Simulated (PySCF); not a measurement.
**Rubidium: a sound run and one with changed settings**

Sound run: Rb [Kr] 5s1, Rb⁺ [Kr]. Calculation: PySCF 2.14, in def2-TZVP with the def2 core potential (28 electrons); a scalar-relativistic core potential. The sound run starts from symmetry-adapted Hartree-Fock orbitals and uses a fine grid where one is needed.

Changed run: initial guess minao, at most 50 SCF cycles.

```csv
species,method,sound run (hartree),changed run (hartree),converged
Rb,UHF,-23.80256,-23.80256,yes
Rb,r2SCAN,-24.09594,-24.09594,yes
Rb,PBE0,-24.08179,-24.08179,yes
Rb⁺,UHF,-23.66274,-23.66274,yes
Rb⁺,r2SCAN,-23.94579,-23.94579,yes
Rb⁺,PBE0,-23.92729,-23.92729,yes
```

Here the plain start reaches the same solutions.
